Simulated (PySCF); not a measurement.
Compound: C7H8NO (doublet state).
Numbering: `[CH2:1][n:2]1[cH:3][cH:4][cH:5][c:6]1[C:7]([CH3:8])=[O:9]` (hydrogens: H10, H11 on C1; H12 on C3; H13 on C4; H14 on C5; H15, H16, H17 on C8)

Structure used (GFN2-xTB), in Å, numbered top down from 1:
```xyz
17
C7H8NO angstrom
C     -0.8784    2.1233    0.5383
N     -0.9795    0.8264    0.2720
C     -2.1538    0.1208    0.2389
C     -1.8869   -1.1896   -0.0673
C     -0.4990   -1.3067   -0.2308
C      0.0667   -0.0536   -0.0197
C      1.4579    0.3322   -0.0755
C      2.4153   -0.7935   -0.4083
O      1.8623    1.4668    0.1259
H     -1.7751    2.6771    0.7466
H      0.0883    2.5867    0.5401
H     -3.0905    0.6040    0.4355
H     -2.6078   -1.9773   -0.1634
H      0.0285   -2.2062   -0.4753
H      3.4294   -0.4035   -0.4279
H      2.1714   -1.2164   -1.3798
H      2.3440   -1.5785    0.3407
```

The hyperfine couplings belong to this conformer and change with its torsions.

Computed with UKS B3LYP, pcH-1 on C H N O, non-relativistic, mean-field spin-orbit, GIAO (PySCF 2.14.0). One conformer (not necessarily the lowest) at the GFN2-xTB geometry, without solvent, vibrations or thermal averaging. A GFN2-xTB geometry isn't a minimum of the functional, and hyperfine couplings can be far from their values at a DFT geometry. Stability of the SCF solution: not tested.

Problem. Predict the first-order ENDOR lines of N2, H11, H10, H14, H12 and H13 under fast tumbling at B = 3356.4 mT (W band).

Solution. ν± = |νn ± a/2|, one line for each electron-spin manifold; νn = |g_N| × 7.62259 MHz/T × B.

```tsv
nuclei	isotope	g_N	νn (MHz)	a_iso (MHz)	lower line (MHz)	upper line (MHz)
N2	14N	0.4038	10.33	-8.95	5.85	14.81
H11	1H	5.5857	142.91	-55.56	115.13	170.69
H10	1H	5.5857	142.91	-52.32	116.75	169.07
H14	1H	5.5857	142.91	-11.44	137.19	148.63
H12	1H	5.5857	142.91	-10.40	137.71	148.11
H13	1H	5.5857	142.91	-2.75	141.53	144.28
```

Problem. Which pairs are centred on the nuclear Larmor frequency, and which on half the coupling?

Solution. Centred on νn, since |a| < 2νn: N2, H11, H10, H14, H12 and H13. No pair has |a| > 2νn.

H10 and H11 aren't averaged: C1 is flat or nearly so (angle sum 360°), and its turn about the short C1–N2 bond (1.33 Å) is taken as slow.

On one thread of an AMD EPYC 9R45 (shared host), this took 49 s of wall time (grids of density and orbitals included) and 1.1 GiB of memory at its peak.
